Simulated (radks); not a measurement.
Problem. The mercury ion Hg+, configuration [Xe] 4f14 5d10 6s1 (the NIST ground configuration). All-electron calculation, Dirac Kohn-Sham, PBE, spin-unpolarised, spherical densities, point nucleus; speed of light set to 274.072 atomic units (2 times the physical value, a model run). Program: a radial shooting solver on a logarithmic mesh with Libxc functionals.

Spin-orbit splittings of the eigenvalues, e(l+1/2) - e(l-1/2), with zeta = 2 splitting/(2l+1) and mean radii in bohr:

| shell | occ. | splitting (eV) | zeta (eV) | <r> j=l-1/2 | <r> j=l+1/2 |
|---|---|---|---|---|---|
| 2p | 6 | 406.0 | 270.6 | 0.06485 | 0.06687 |
| 3p | 6 | 88.84 | 59.23 | 0.1864 | 0.1900 |
| 3d | 10 | 22.77 | 9.109 | 0.1657 | 0.1669 |
| 4p | 6 | 21.15 | 14.10 | 0.4345 | 0.4423 |
| 4d | 10 | 4.754 | 1.902 | 0.4491 | 0.4519 |
| 4f | 14 | 1.104 | 0.3153 | 0.4731 | 0.4748 |
| 5p | 6 | 3.659 | 2.439 | 1.058 | 1.081 |
| 5d | 10 | ? | ? | 1.439 | 1.454 |
| 6p | 0 | 0.2328 | 0.1552 | 3.518 | 3.600 |

Estimate the 5d splitting.

Solution. 0.4760 eV (zeta = 0.1904 eV).
